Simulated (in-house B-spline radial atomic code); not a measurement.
Levels of two electrons outside the [He] 2s2 2p6 core along the 12-electron series, above the ground level 3s2 J0; labels give the leading configuration and J, and a prime marks the next level of the same label. Computed with a B-spline radial code for spherical atoms: configuration interaction with many-body perturbation theory for the core, Breit and QED.

| ion | Z | first ionisation energy (eV) | excitation of 3p2 J2 (eV) | core correlation Breit and QED part of 3p2 J2 (eV) | excitation of 3s3p J1' (eV) | core correlation Breit and QED part of 3s3p J1' (eV) | excitation of 3s3p J2 (eV) | core correlation Breit and QED part of 3s3p J2 (eV) | excitation of 3s3d J1 (eV) | core correlation Breit and QED part of 3s3d J1 (eV) |
| --- | --- | --- | --- | --- | --- | --- | --- | --- | --- | --- |
| Pr47+ | 59 | 4034.4 | 352.98 | -2.7023 | 254.56 | -2.2848 | 225.98 | -1.8629 | 387.41 | -3.2335 |
| Nd48+ | 60 | 4203.3 | 368.94 | -2.8674 | 267.93 | -2.4136 | 238.82 | -1.9974 | 403.68 | -3.4144 |
| Pm49+ | 61 | 4376.2 | 385.62 | -3.0416 | 281.99 | -2.5501 | 252.35 | -2.1398 | 420.64 | -3.6044 |
| Sm50+ | 62 | 4553.0 | 403.04 | -3.2213 | 296.78 | -2.6917 | 266.6 | -2.2876 | 438.34 | -3.8003 |
| Eu51+ | 63 | 4733.9 | 421.27 | -3.4127 | 312.34 | -2.843 | 281.61 | -2.4456 | 456.81 | -4.0093 |
| Gd52+ | 64 | 4918.7 | 440.32 | -3.6139 | 328.69 | -3.0026 | 297.42 | -2.6123 | 476.09 | -4.2283 |
| Tb53+ | 65 | 5107.8 | 460.28 | -3.8252 | 345.9 | -3.171 | 314.07 | -2.7881 | 496.22 | -4.4577 |
| Dy54+ | 66 | 5300.9 | 481.07 | -4.0435 | 363.95 | -3.3467 | 331.56 | -2.9716 | 517.21 | -4.6963 |
| Ho55+ | 67 | 5498.2 | 502.86 | -4.2771 | 382.95 | -3.5336 | 349.98 | -3.1669 | 539.15 | -4.9479 |
| Er56+ | 68 | 5699.8 | 525.62 | -4.5201 | 402.88 | -3.7301 | 369.35 | -3.3722 | 562.04 | -5.2111 |
| Tm57+ | 69 | 5905.7 | 549.43 | -4.775 | 423.84 | -3.9366 | 389.72 | -3.5881 | 585.95 | -5.4873 |
| Yb58+ | 70 | 6115.9 | 574.29 | -5.041 | 445.82 | -4.1534 | 411.12 | -3.8147 | 610.9 | -5.7764 |
| Lu59+ | 71 | 6330.6 | 600.28 | -5.3198 | 468.9 | -4.3808 | 433.61 | -4.0525 | 636.95 | -6.078 |
| Hf60+ | 72 | 6549.7 | 627.48 | -5.6127 | 493.14 | -4.6211 | 457.26 | -4.3036 | 664.18 | -6.3943 |
| Ta61+ | 73 | 6773.4 | 655.91 | -5.9151 | 518.58 | -4.8707 | 482.1 | -4.5648 | 692.61 | -6.722 |
| W62+ | 74 | 7001.7 | 685.61 | -6.2356 | 545.26 | -5.1357 | 508.17 | -4.842 | 722.3 | -7.0676 |
| Re63+ | 75 | 7234.7 | 716.66 | -6.5702 | 573.25 | -5.4135 | 535.55 | -5.1326 | 753.3 | -7.429 |
